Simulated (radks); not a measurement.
Values are calculated unless marked as measured or tabulated.
Orbital eigenvalues (eV) of neutral krypton, [Kr], at several levels of relativity; Dirac values are averaged over j with weights 2j + 1. Spin-unpolarised spherical Kohn-Sham, PBEsol, point nucleus unless stated (finite: rms radius 4.1884 fm), a radial shooting solver on a logarithmic mesh with Libxc functionals. A level marked "c x" has the speed of light scaled by that factor and shares open shells by 2j + 1; other Dirac levels either fill j = l - 1/2 first or share by 2j + 1.

| shell | non-rel. | scalar-rel., finite nucleus | Dirac, 2j+1 shares | Dirac, 2j+1 shares, finite nucleus | change of magnitude, last against first (%) |
|---|---|---|---|---|---|
| 1s | -13889 | -14148 | -14143 | -14143 | +1.82 |
| 2s | -1804.9 | -1863.1 | -1862.2 | -1862.2 | +3.17 |
| 2p | -1633.1 | -1647.7 | -1647.4 | -1647.4 | +0.87 |
| 3s | -253.90 | -263.50 | -263.39 | -263.39 | +3.74 |
| 3p | -192.87 | -194.95 | -194.95 | -194.95 | +1.08 |
| 3d | -83.344 | -81.398 | -81.353 | -81.354 | -2.39 |
| 4s | -22.157 | -23.042 | -23.034 | -23.034 | +3.96 |
| 4p | -9.2737 | -9.2396 | -9.2455 | -9.2455 | -0.30 |
